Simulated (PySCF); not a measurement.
# Ionisation energy of Ni¹⁴⁺ by level of theory

Ni¹⁴⁺ [Ne] 3s2 3p2 (3P) → Ni¹⁵⁺ [Ne] 3s2 3p1 (2P), as a difference of total energies. Calculation: PySCF 2.14, in an uncontracted even-tempered set (19 s from 0.93 bohr⁻², ratio 2.5; 12 p from 1.2 bohr⁻², ratio 2.5; 5 d from 6.3 bohr⁻², ratio 2.7; 4 f from 9.5 bohr⁻², ratio 2.7); scalar relativity by spin-free X2C-1e. Correlated levels: outer shells: 1s2 frozen; virtual orbitals above 40 to 60 times the deepest correlated orbital energy dropped. The calculations carry no spin-orbit coupling.

| method | ionisation energy (eV) |
| --- | --- |
| UHF | 460.43 |
| MP2 (outer shells) | 461.01 |
| SCS-MP2 (outer shells) | 460.85 |
| CCSD (outer shells) | 460.95 |
| CCSD(T) (outer shells) | 460.95 |

**Question.** How much does correlation contribute at CCSD(T) (outer shells)?

**Answer.** 460.95 − (460.43) = 0.52 eV, measured against UHF.

A first-order spin-orbit estimate (lowest level to lowest level, LS coupling) adds -0.082 eV.

For comparison: 462.8 ± 1.1 eV (semi-empirical (NIST evaluation); NIST Atomic Spectra Database, ionization energies).
